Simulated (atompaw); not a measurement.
# molybdenum: PAW (atompaw) pseudisation with PBEsol, scalar-relativistic reference atom.

atompaw 4.2.0.5 was run on this input:

```
Mo 42
GGA-PBESOL scalarrelativistic loggrid 1500 logderivrange -7 5 301
5 5 4 0 0 0
5 0 0
5 1 1
4 2 5
0 0 0
c
c
c
v
v
c
c
v
v
c
v
2
2.35 2.00 1.70 1.30
n
n
y
4
n
custom rrkj vanderbiltortho sinc
bessel
1.95
2.35
2.20
2.15
2.35
2.35
PWSCFOUT
UPFDX 0.0125d0 UPFXMIN -7.d0 UPFZMESH 42.d0
END
```

Command:

```bash
atompaw < Mo.input > Mo.log
```

The program printed (summary file):

```
Completed calculations for Mo (AE)

 Exchange-correlation type: GGA, Perdew-Burke-Ernzerhof modified (PBEsol)

 Radial integration grid is logarithmic
 r0 =   2.0453037E-04 h =   8.5902757E-03   n =      1500 rmax =   8.0000000E+01

 Scalar relativistic calculation

 AEatom converged in  35 iterations
   nz     =  42.00
   delta  =       2.564862778518E-15

 All Electron Orbital energies:
  n  l      occupancy      energy
  1  0      2.0000000E+00 -1.4561277E+03
  2  0      2.0000000E+00 -2.0574973E+02
  3  0      2.0000000E+00 -3.5082312E+01
  4  0      2.0000000E+00 -4.8266823E+00
  5  0      0.0000000E+00 -3.6879457E-01
  2  1      6.0000000E+00 -1.8398417E+02
  3  1      6.0000000E+00 -2.7951101E+01
  4  1      6.0000000E+00 -2.9279843E+00
  5  1      1.0000000E+00 -1.2852279E-01
  3  2      1.0000000E+01 -1.6339172E+01
  4  2      5.0000000E+00 -3.7084593E-01

 Total energy
   Total                    :    -8092.64053347852678

 ---
 Completed calculations for Mo (SC)

 Exchange-correlation type: GGA, Perdew-Burke-Ernzerhof modified (PBEsol)

 Radial integration grid is logarithmic
 r0 =   2.0453037E-04 h =   8.5902757E-03   n =      1500 rmax =   8.0000000E+01

 Scalar relativistic calculation

 SCatom converged in   5 iterations
   nz     =  42.00
   delta  =       1.778651268796E-15

 Valence Electron Orbital energies:
  n  l      occupancy      energy
   4  0      2.0000000E+00 -4.8266823E+00
   5  0      0.0000000E+00 -3.6879457E-01
   4  1      6.0000000E+00 -2.9279843E+00
   5  1      1.0000000E+00 -1.2852279E-01
   4  2      5.0000000E+00 -3.7084593E-01

 Total energy
   Total                    :    -8092.64053351038547
   Valence                  :     -358.45796529384666

 PAW parameters:
       lmax =            2
         rc =    2.3629943488496887
        irc =         1090
   rc_shape =    2.0071163154526737
    rc_vloc =    1.7048305445469789
    rc_core =    1.3062109809593223
   Vloc: truncated form - Vps(r)=A.sin(qr)/r for r<rc
   Projector type: RRKJ pseudization + Vanderbilt ortho.
   Sinc^2 compensation charge shape zeroed at   2.0071E+00

 Number of basis functions     6
 No.   n  nodes  l      Energy         Cp coeff         Occ
  1    4    3    0   -0.4826682E+01 -0.8678157E+00  0.2000000E+01
  2    5    4    0   -0.3687946E+00  0.6462258E+01  0.0000000E+00
  3    4    2    1   -0.2927984E+01 -0.1037038E+01  0.6000000E+01
  4    5    3    1   -0.1285228E+00 -0.3088127E+01  0.1000000E+01
  5    4    1    2   -0.3708459E+00 -0.2156805E+02  0.5000000E+01
  6  999    2    2    0.4000000E+01  0.1437712E+02  0.0000000E+00

 Eigenvalues of overlap operator (in the basis of projectors):
    1        2.10429664E-01
    2        4.23250970E-01
    3        1.17875786E+00
    4        2.81299111E+01
    5        2.99252573E+01
    6        1.57193444E+02

 Orbital leakage outside PAW augmentation regions
   orb  is_core?  %out_of_sphere
   1 0    T           0.00
   2 0    T           0.00
   3 0    T           0.00
   4 0    F           0.60
   5 0    F          82.43
   2 1    T           0.00
   3 1    T           0.00
   4 1    F           2.14
   5 1    F          95.12
   3 2    T           0.00
   4 2    F          26.27

 Summary of PAW energies
   Total valence energy     :   -358.45962685556276
   Smooth energy            :     37.24216930201808
   One center               :   -395.70179615758082
   Smooth kinetic           :     29.26531145018897
   Vloc energy              :      7.06280202993276
   Smooth exch-corr         :    -11.58027818296333
   One-center xc            :   -230.82896567705927
```

The run took about 4.6 s on one core of a shared server CPU.
